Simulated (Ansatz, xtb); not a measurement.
Protons, H atoms and electrons added to or taken from C=N. All species are isolated molecules in the gas phase. Strings in code marks are SMILES.

Quantity: gas-phase deprotonation enthalpy at 298 K, in kcal/mol. Thermal and zero-point terms are GFN2-xTB rigid-rotor harmonic values (xtb).

Level: frozen-core CCSD(T)/aug-cc-pVTZ // B3LYP-D3(BJ)/def2-TZVPD (Ansatz, a program for electronic structure).

| species | E (Ha) | H(298 K) − E (Ha) |
|---|---|---|
| `C=N` | -94.48024 | 0.04225 |
| `C=[N-]` | -93.84393 | 0.02308 |
| H+ | 0 | 0.00236 |

**Question.** Work out the gas-phase deprotonation enthalpy at 298 K.

**Answer.** H = E + (H − E) for each species, with 5/2 RT for the lone particle. The enthalpy of the separated products less that of the bound species is 0.61949 Ha, or 388.7 kcal/mol.
